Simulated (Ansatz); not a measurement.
`F[SiH2][S][AlH2]` + NH₃ → `N[SiH2][S][AlH2]` + H–F  (ligand exchange at the Si–F bond)

Gas-phase electronic energies from Ansatz, PBE0-D4/def2-TZVP geometries. CCSD(T)/CBS is the MP2 limit (def2-TZVPP, def2-QZVPP) plus CCSD(T) − MP2 in def2-TZVPP, frozen cores. This one scheme is used for every species. DFT in def2-TZVPP. One conformer a species, not always the lowest.

| level | ΔE (kJ/mol) |
| --- | --- |
| B97M-V | 90.5 |
| RPA@PBE/def2-TZVPP | 83.9 |

(1) What does CCSD(T)/CBS give? (Estimate.)

Largest T1 diagnostic among the species: 0.012.

Answers

(1) The calculation gave: +80.8 kJ/mol. The listed levels differ from it by 9.7, 3.1 kJ/mol.

The D4 term adds −7.2 kJ/mol with B3LYP and −4.0 kJ/mol with PBE0; it sums over pairs of atoms, weighted by their polarisabilities, and B3LYP, whose exchange is more repulsive, gets the larger term. In def2-TZVPP, CCSD(T) changes the Hartree–Fock value by −15.1 kJ/mol (the triples alone add −2.3 kJ/mol) and MP2 by −17.6 kJ/mol. Leaving LDA and LC-ωPBE aside and taking each functional with its dispersion term where it has one, the values, not all of them listed here, spread over 16.9 kJ/mol, from revPBE-D4 to B97M-V. LDA lies −8.8 kJ/mol from PBE without D4.

B3LYP here is the variant with VWN-RPA as its local correlation; programs differ in this.
